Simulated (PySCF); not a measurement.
F₆Os (SMILES [F][Os]([F])([F])([F])([F])[F]), triplet, at a GFN2-xTB geometry (such geometries of metal compounds can be far from the true shape) (core potentials on Os); DF-B3LYP/def2-SV(P) (PySCF).

Input for PySCF:
```python
from pyscf import gto, scf, dft

mol = gto.M(
    atom='''
Os   -0.000000    0.000000   -0.000000
F     1.103868   -0.422732   -1.384136
F    -1.103868    0.422732    1.384136
F    -1.163739    0.775621   -1.164982
F    -0.860376   -1.591468   -0.200108
F     0.860376    1.591468    0.200108
F     1.163739   -0.775621    1.164982
''',
    basis='def2-sv(p)',
    ecp={'Os': 'def2-sv(p)'},
    charge=0,
    spin=2,
    verbose=4,
)

mf = dft.UKS(mol)
mf.xc = 'b3lyp'
mf.grids.atom_grid = (150, 974)
mf = mf.density_fit(auxbasis='def2-universal-jkfit')
mf.kernel()
```

Task: Write the output that PySCF gives for this input, abridged.

Result: 
```
PySCF version 2.14.0

[INPUT] verbose = 4
[INPUT] num. atoms = 7
[INPUT] num. electrons = 70
[INPUT] charge = 0
[INPUT] spin (= nelec alpha-beta = 2S) = 2
[INPUT] symmetry False subgroup None
[INPUT] Mole.unit = angstrom
[INPUT] Symbol           X                Y                Z      unit          X                Y                Z       unit  Magmom
[...]
nuclear repulsion = 486.33165722232
number of shells = 47
number of NR pGTOs = 194
number of NR cGTOs = 109
basis = def2-sv(p)
ecp = {'Os': 'def2-sv(p)'}

******** <class 'pyscf.df.df_jk.DFUKS'> ********
method = DFUKS
initial guess = minao
damping factor = 0
level_shift factor = 0
DIIS = <class 'pyscf.scf.diis.CDIIS'>
diis_start_cycle = 1
diis_space = 8
diis_damp = 0
SCF conv_tol = 1e-09
SCF conv_tol_grad = None
SCF max_cycles = 50
direct_scf = False
number electrons alpha = 36  beta = 34
XC library pyscf.dft.libxc version 7.1.2
    S. Lehtola, C. Steigemann, M. J. T. Oliveira, and M. A. L. Marques,  SoftwareX 7, 1–5 (2018)
XC functionals = b3lyp
    P. J. Stephens, F. J. Devlin, C. F. Chabalowski, and M. J. Frisch,  J. Phys. Chem. 98, 11623 (1994)
radial grids:
    Treutler-Ahlrichs [JCP 102, 346 (1995); DOI:10.1063/1.469408] (M4) radial grids

becke partition: Becke, JCP 88, 2547 (1988); DOI:10.1063/1.454033
pruning grids: <function nwchem_prune>
grids dens level: 3
symmetrized grids: False
atomic radii adjust function: <function treutler_atomic_radii_adjust>
User specified grid scheme (150, 974)
small_rho_cutoff = 0
Set gradient conv threshold to 3.16228e-05
tot grids = 555456
******** <class 'pyscf.df.df.DF'> ********
auxbasis = def2-universal-jkfit
init E= -677.283094903793

cycle= 1 E= -688.816197509825  delta_E= -11.5  |g|= 1.11  |ddm|= 5.88
cycle= 2 E= -685.57484688055  delta_E= 3.24  |g|= 2.99  |ddm|= 2.81
cycle= 3 E= -689.157070829469  delta_E= -3.58  |g|=  0.5  |ddm|= 2.41
cycle= 4 E= -689.239329284675  delta_E= -0.0823  |g|= 0.174  |ddm|= 0.469
cycle= 5 E= -689.247152244027  delta_E= -0.00782  |g|= 0.0812  |ddm|= 0.178
cycle= 6 E= -689.249923293864  delta_E= -0.00277  |g|= 0.0138  |ddm|= 0.0759
cycle= 7 E= -689.249981823111  delta_E= -5.85e-05  |g|= 0.0107  |ddm|= 0.0185
cycle= 8 E= -689.250040036574  delta_E= -5.82e-05  |g|= 0.00184  |ddm|= 0.0128
cycle= 9 E= -689.250070171601  delta_E= -3.01e-05  |g|= 0.00164  |ddm|= 0.0216
cycle= 10 E= -689.250102074095  delta_E= -3.19e-05  |g|= 0.00177  |ddm|= 0.0244
cycle= 11 E= -689.250105581316  delta_E= -3.51e-06  |g|= 0.00171  |ddm|= 0.00263
[...]
cycle= 21 E= -689.25018690842  delta_E= 7.41e-05  |g|= 0.0043  |ddm|= 0.0489
cycle= 22 E= -689.250173504616  delta_E= 1.34e-05  |g|= 0.00939  |ddm|= 0.04
cycle= 23 E= -689.250040902798  delta_E= 0.000133  |g|= 0.0081  |ddm|= 0.12
cycle= 24 E= -689.250580968323  delta_E= -0.00054  |g|= 0.00521  |ddm|= 0.505
cycle= 25 E= -689.25049003172  delta_E= 9.09e-05  |g|= 0.0017  |ddm|= 0.166
cycle= 26 E= -689.250599803017  delta_E= -0.00011  |g|= 0.00224  |ddm|= 0.16
cycle= 27 E= -689.250620073425  delta_E= -2.03e-05  |g|= 0.00235  |ddm|= 0.0452
cycle= 28 E= -689.250627316709  delta_E= -7.24e-06  |g|= 0.00119  |ddm|= 0.0128
cycle= 29 E= -689.250612407403  delta_E= 1.49e-05  |g|= 0.00274  |ddm|= 0.0275
cycle= 30 E= -689.250612608778  delta_E= -2.01e-07  |g|= 0.00295  |ddm|= 0.011
cycle= 31 E= -689.250629209735  delta_E= -1.66e-05  |g|= 0.000905  |ddm|= 0.039
cycle= 32 E= -689.250634098723  delta_E= -4.89e-06  |g|= 0.000656  |ddm|= 0.0218
cycle= 33 E= -689.250636550182  delta_E= -2.45e-06  |g|= 0.000615  |ddm|= 0.00742
cycle= 34 E= -689.250642501392  delta_E= -5.95e-06  |g|= 0.000719  |ddm|= 0.0528
cycle= 35 E= -689.250642671466  delta_E= -1.7e-07  |g|= 0.000662  |ddm|= 0.0592
cycle= 36 E= -689.250659132159  delta_E= -1.65e-05  |g|= 0.000641  |ddm|= 0.0865
cycle= 37 E= -689.25065575068  delta_E= 3.38e-06  |g|= 0.00047  |ddm|= 0.0251
cycle= 38 E= -689.250670735438  delta_E= -1.5e-05  |g|= 0.000494  |ddm|= 0.0451
cycle= 39 E= -689.250670622935  delta_E= 1.13e-07  |g|= 0.000461  |ddm|= 0.00222
cycle= 40 E= -689.250682494112  delta_E= -1.19e-05  |g|= 0.000737  |ddm|= 0.0666
cycle= 41 E= -689.250675725112  delta_E= 6.77e-06  |g|= 0.00112  |ddm|= 0.07
cycle= 42 E= -689.250693687589  delta_E= -1.8e-05  |g|= 0.000491  |ddm|= 0.0744
cycle= 43 E= -689.250701967978  delta_E= -8.28e-06  |g|= 0.000624  |ddm|= 0.0541
cycle= 44 E= -689.250699240812  delta_E= 2.73e-06  |g|= 0.000463  |ddm|= 0.0326
cycle= 45 E= -689.250701270945  delta_E= -2.03e-06  |g|= 0.000233  |ddm|= 0.0142
cycle= 46 E= -689.250702131729  delta_E= -8.61e-07  |g|= 0.000172  |ddm|= 0.021
cycle= 47 E= -689.250702875855  delta_E= -7.44e-07  |g|= 0.000214  |ddm|= 0.0102
cycle= 48 E= -689.250702571414  delta_E= 3.04e-07  |g|= 0.00014  |ddm|= 0.0203
cycle= 49 E= -689.250702981846  delta_E= -4.1e-07  |g|= 0.000114  |ddm|= 0.00765
cycle= 50 E= -689.250703463489  delta_E= -4.82e-07  |g|= 0.000116  |ddm|= 0.0106
SCF not converged.
SCF energy = -689.250703463489 after 50 cycles  <S^2> = 2.0045201  2S+1 = 3.0030119
```

The run did not converge; its last values are not results.
